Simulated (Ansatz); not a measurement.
Molecule: Cu$_{2}$, net charge 0, singlet state. 
Structure (B3LYP-D3(BJ)/def2-TZVP (Ansatz, a quantum-chemistry and plane-wave program) minimum search):
```
Cu
Cu 1 2.2914
```
Charge 0, spin multiplicity 1.

Quantity: vertical ionisation energy (to the doublet state of charge +1; each state is the SCF solution reached for its spin; for the singlet T1 is 0.029), in eV. Correlated levels leave the core frozen unless marked. Open shells are spin-unrestricted. Spin-orbit coupling is left out. The frozen core is the preceding noble-gas configuration, with the filled d and f shells of earlier blocks. Non-relativistic. 

| level | program | vertical ionisation energy (eV) |
|---|---|---|
| SVWN5/def2-TZVPD | Ansatz | 8.47 |
| PBE/def2-TZVPD | Ansatz | 8.14 |
| r2SCAN/def2-TZVPD | Ansatz | 7.89 |
| B3LYP/def2-TZVPD | Ansatz | 8.06 |
| PBE0/def2-TZVPD | Ansatz | 7.76 |
| BHLYP/def2-TZVPD | Ansatz | 7.46 |
| CAM-B3LYP/def2-TZVPD | Ansatz | 7.86 |
| wB97M-V/def2-TZVPD | Ansatz | 7.66 |
| wB97X-V/def2-TZVPD | Ansatz | 7.55 |
| CCSD/def2-SVPD | Ansatz | 6.77 |
| CCSD/def2-TZVPPD | Ansatz | 7.27 |
| CCSD(T)/def2-SVPD | Ansatz | 6.90 |
| CCSD(T)/def2-TZVPPD | Ansatz | 7.49 |
